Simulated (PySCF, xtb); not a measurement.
CH3Cl2NSi2, SMILES [SiH2]1[Si](C=N1)(Cl)Cl.

Harmonic wavenumbers (cm⁻¹) from GFN2-xTB (xtb) at its own minimum, in rising order: 68, 93, 128, 148, 282, 293, 360, 434, 480, 516, 543, 587, 691, 724, 786, 806, 1212, 1597, 2274, 2277, 2987.

### Question
What does PBE-D3(BJ)/def2-SVP (PySCF) give at its own minimum? (Estimate from the structure and the level; the computed values follow.)

### Answer
53, 108, 147, 171, 276, 316, 437, 453, 550, 577, 631, 661, 717, 742, 861, 906, 1225, 1556, 2165, 2183, 2978. Paired by order, the mean absolute difference is 46 cm⁻¹ and the zero-point energies are 24.7 and 25.3 kcal/mol.
